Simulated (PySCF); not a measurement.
Te(Et)(SH) (C₂H₆STe), SMILES CC[Te]S.

The structure is a stationary point at B3LYP-D3(BJ)/def2-SVP. The structure was generated by enumeration, and PubChem lists no compound with its InChIKey, so it may never have been made. The def2 effective core potentials stand for the cores of Te; spin–orbit coupling is left out. The values are those of a single conformer.

Two levels are set side by side: TDDFT-PBE/def2-SVPD (PySCF) and TDDFT-M06-2X/def2-SVPD (PySCF). Vertical, same geometry. The lowest singlet is HOMO→LUMO 100 % with PBE and HOMO→LUMO 95 % with the other functional; states are paired by order. Differences are taken from unrounded values.

```tsv
quantity	TDDFT-M06-2X	TDDFT-PBE	TDDFT-PBE minus TDDFT-M06-2X
lowest singlet excitation (eV)	3.04	2.84	-0.20
lowest triplet excitation (TDA) (eV)	2.50	2.27	-0.23
```

A lower first singlet is the usual sign of a functional without exact exchange. Differences between two approximate levels are no errors against the true value.

Rough cost on one machine, each run with all the roots and properties that it gave: TDDFT-M06-2X against TDDFT-PBE about 10 times.
